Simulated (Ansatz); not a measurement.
C6H11IN2⁺, that is 1-ethyl-3-methylimidazolium iodide with one electron fewer. The state is a doublet with charge 1. Geometry PBE-D4/def2-SVP, that of the neutral singlet; atoms count from 1.

Cartesian coordinates in Å:
```
C -0.215 -2.764 0.102
C -1.177 -1.655 -0.317
N -0.727 -0.328 0.114
C -0.528 0.078 1.427
C 0.044 1.323 1.385
N 0.181 1.673 0.049
C 0.951 2.786 -0.477
C -0.195 0.610 -0.713
H -0.574 -3.734 -0.295
H -0.148 -2.851 1.205
H 0.796 -2.556 -0.306
H -1.258 -1.613 -1.420
H -2.199 -1.818 0.086
H -0.817 -0.544 2.279
H 0.354 1.993 2.191
H 1.161 3.501 0.338
H 0.388 3.302 -1.278
H 1.898 2.371 -0.899
H -0.339 0.637 -1.795
I 2.404 -0.412 -1.677
```

In the def2 sets I takes a core potential; there is no spin–orbit coupling. In the doublet geometry the species has come apart into loosely held pieces.

(1) Estimate the Mulliken populations from the PBE0/def2-TZVP orbitals of Ansatz.

(2) Where does the spin sit?

(3) And the Mayer bond orders between bonded heavy atoms (over 0.3)?

Results:

(1) 
```csv
atom,charge (e),spin (α − β)
C1,-0.36,0.01
C2,-0.21,0.00
N3,0.08,0.04
C4,-0.08,0.04
C5,-0.08,0.04
N6,0.05,0.03
C7,-0.32,0.00
C8,-0.15,-0.03
H9,0.17,0.00
H10,0.14,0.00
H11,0.15,0.00
H12,0.16,0.00
H13,0.18,0.00
H14,0.22,0.00
H15,0.22,0.00
H16,0.18,0.00
H17,0.18,0.00
H18,0.19,0.00
H19,0.27,0.00
I20,0.00,0.87
```
Mulliken values and Mayer orders depend strongly on the basis.

(2) Summed by element: C 0.06, N 0.08, H 0.00, I 0.87, of 1 unpaired in all. Largest on single atoms: I20 0.87, C5 0.04, N3 0.04.

(3) C1–C2 1.02 (1.53 Å); C2–N3 0.87 (1.47 Å); N3–C4 1.19 (1.39 Å); N3–C8 1.34 (1.36 Å); C4–C5 1.62 (1.37 Å); C5–N6 1.21 (1.39 Å); N6–C7 0.90 (1.45 Å); N6–C8 1.32 (1.36 Å).
